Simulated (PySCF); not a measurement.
A structure optimised at PBE-D3(BJ)/def2-SVP, used in a PySCF frequency run:

```
Mo
O 1 1.6966
O 1 1.6966 2 109.81
C 1 2.1062 2 108.55 3 -118.52
H 4 1.1091 1 112.68 2 59.66
H 4 1.1118 5 108.55 1 120.27
H 4 1.1118 5 108.55 6 119.45
C 1 2.1062 2 108.55 3 118.52
H 8 1.1091 1 112.68 2 -59.66
H 8 1.1118 9 108.55 1 120.27
H 8 1.1118 9 108.55 10 119.45
```
Charge 0, spin multiplicity 1.

Question: Write its SMILES, formula and point group.

Answer: [CH3][Mo]([CH3])(=[O])=[O], C2H6MoO2, C2v

Question: What are its rotational constants (standard atomic weights)?

Answer: 3.5688, 3.0477, 2.8483 GHz
